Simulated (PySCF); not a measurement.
A geometry optimisation on `C[C@H]([GeH3])[SiH3]`.

Computed with PBE0-D3(BJ)/def2-SVP geometry optimisation, gas phase (PySCF 2.14.0). Start geometry: GFN2-xTB. A driver script takes a list of jobs; this job's settings line and coordinates (Å) are shown.

Command:
```bash
OMP_NUM_THREADS=1 python probes_run.py task.json out
```

Input:
```
{"job": {"xc": "PBE0", "basis": "def2-SVP", "d3": "d3bj", "grid": 1, "shake": 0.01, "kind": "geom"}, "charge": 0, "multiplicity": 1}
C     -0.133660     1.346420    -0.937660
C     -0.046570     0.363900     0.199160
Si    -1.559050    -0.807200     0.267650
Ge     1.679770    -0.651010     0.058840
H     -1.062930     1.963530    -0.861060
H     -0.188030     0.862440    -1.904210
H      0.709770     2.048720    -0.952960
H      0.014280     0.925490     1.140720
H     -2.755410     0.010400     0.431840
H     -1.612390    -1.592530    -0.948640
H     -1.406440    -1.697010     1.440180
H      1.848420    -1.597060     1.214530
H      2.810720     0.271370     0.026360
H      1.694370    -1.462540    -1.187500
```

Output:
```
step   0  E = -2447.81317293  max force = 0.033966
step   1  E = -2447.82019343  max force = 0.008900
step   2  E = -2447.82093125  max force = 0.001928
step   3  E = -2447.82095962  max force = 0.000311
step   4  E = -2447.82096326  max force = 0.000298
optimisation converged
```

Energies in Eh; «max force» is the largest Cartesian gradient component in Eh/bohr.

**Question.** How much energy does the optimisation release, in kJ/mol?

**Answer.** E(step 0) − E(last step) = 0.007790 Eh, which is 20.5 kJ/mol.

**Question.** Give the first gradient maximum in eV/Å.

**Answer.** With 1 Eh/bohr = 51.422 eV/Å, 1.747 eV/Å.

Main results: final energy -2447.82096 Eh after 4 steps; dipole 0.87 D.

**Question.** Where do the atoms end?

**Answer.** 0.041 Å rms from the input after alignment:
```
atom  x, y, z in Å
C1    -0.0848    1.6183   -0.8464
C2     0.0386    0.6072    0.2986
Si3   -1.4806   -0.5014    0.4407
Ge4    1.6896   -0.4523    0.1398
H5    -0.9758    2.2575   -0.7314
H6    -0.1716    1.1148   -1.8233
H7     0.7904    2.2861   -0.9026
H8     0.1292    1.1397    1.2630
H9    -2.7182    0.3263    0.6041
H10   -1.6335   -1.3262   -0.7991
H11   -1.3605   -1.4218    1.6134
H12    1.8488   -1.4049    1.3400
H13    2.8997    0.5022    0.0847
H14    1.6551   -1.2803   -1.1604
```

**Question.** How long does this job take on Arm Neoverse V1, one thread, shared host with 32 logical CPUs at a one-minute load of 20? And the peak memory of the process?

**Answer.** About 45 s, with 0.51 GiB resident at the peak, the Python interpreter and its libraries included.
Labels such as C1 count atoms from 1, the log's own numbers from 0.
